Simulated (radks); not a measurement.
Q: These are the eigenvalues of the occupied orbitals of an atom or ion with whole-number occupations (eV). Calculated with a radial shooting solver on a logarithmic mesh with Libxc functionals: scalar-relativistic Kohn-Sham, LDA (Slater exchange, Perdew-Wang correlation), spin-unpolarised, spherical densities, finite nucleus; Fermi nuclear charge, rms radius of each element as measured or else 0.836 A^(1/3) + 0.57 fm.

1s: -57317.17
2s: -9636.209
2p: -8528.730
3s: -2163.693
3p: -1826.673
3d: -1403.503
4s: -431.5120
4p: -320.5828
4d: -171.8594
5s: -58.7492
5p: -33.2499
4f: -10.0275
6s: -9.3302

Which element is it, and in what charge state? The configuration may be excited.

A: Z = 68, erbium, charge +1: Er+ in [Xe] 4f12 6s1. The list shows which subshells hold electrons but not how many an open one holds; the 1s level, -2106.4 hartree, gives Z - s = 64.9 by -(Z - s)^2/2, which with screening and relativity narrows Z to a few neighbours, and the depths of the outer levels then fix element, charge and occupations together.
